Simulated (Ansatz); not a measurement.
Molecule: sum formula SiHClF (charge -1, singlet). It need not be the lowest isomer of its formula. Whether it binds its extra electron was not tested at this geometry. 
Geometry from a B3LYP-D3(BJ)/def2-TZVP (Ansatz, a first-principles code) optimisation:
SMILES: Cl[SiH-]F
```xyz
4

Si    -0.7894    -0.5007    -0.2280
F     -1.3565     1.0706    -0.0340
Cl     1.4279    -0.0994     0.1324
H     -1.0140    -0.9369     1.2458
```
Charge -1, spin multiplicity 1.

Basis-set convergence of Hartree-Fock and CCSD correlation energies (hartree) with Ansatz. Valence correlation only, unless marked. Spin-orbit coupling is left out. Non-relativistic. This anion needs diffuse functions, which these sets lack.

```tsv
basis	functions	E(HF)	E(corr, CCSD)
cc-pV(D+d)Z	65	-848.56627	-0.45012
cc-pV(T+d)Z	122	-848.63475	-0.59680
cc-pV(Q+d)Z	213	(withheld)	(withheld)
```

Problem. Some entries are withheld; supply them.

Solution. 
- cc-pV(Q+d)Z, E(HF): -848.65399
- cc-pV(Q+d)Z, E(corr, CCSD): -0.64775
